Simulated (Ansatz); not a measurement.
Isolated molecules relaxed with PBE0-D4/def2-TZVP in Ansatz; ΔE leaves out vibrations. CCSD(T)/CBS is the MP2 limit (def2-TZVPP, def2-QZVPP) plus CCSD(T) − MP2 in def2-TZVPP, frozen cores. Functionals use def2-TZVPP. B3LYP here is the variant with VWN-RPA as its local correlation; programs differ in this. HSE06 is defined as in plane-wave codes. def2 core potentials past Kr. For Sn outer-core shells are correlated without core-valence functions, which leaves a few kJ/mol of doubt a bond. One conformer a species, not always the lowest.

Consider the redistribution: `[NH2][Al]([F])[SH]` + `[NH2][SnH2][OH]` → `[NH2][Al]([NH2])[SH]` + `[OH][SnH2][F]`.

**Question.** Is it downhill or uphill in electronic energy at CCSD(T)/CBS, and by how much? (An estimate is asked.)

**Answer.** Computed: Uphill: ΔE = +33.8 kJ/mol.

**Question.** What do these levels give: LDA (SPW92), PBE-D4, HSE06-D4, B2PLYP, B3LYP, MP2/def2-SVP? (An estimate is asked.)

**Answer.** Computed: LDA (SPW92) 29.6, PBE-D4 26.9, HSE06-D4 29.3, B2PLYP 31.4, B3LYP 27.8, MP2/def2-SVP 33.5 kJ/mol.

Largest T1 diagnostic among the species: 0.014.

Leaving LDA and LC-ωPBE aside and taking each functional with its dispersion term where it has one, the values, not all of them listed here, spread over 8.9 kJ/mol, from B97M-V to PBE-QIDH. In def2-TZVPP, CCSD(T) changes the Hartree–Fock value by +8.1 kJ/mol (the triples alone add +0.3 kJ/mol) and MP2 by +10.3 kJ/mol. From BLYP to BHLYP (50 % exact exchange), in def2-TZVPP and without D4, ΔE moves by +3.3 kJ/mol.
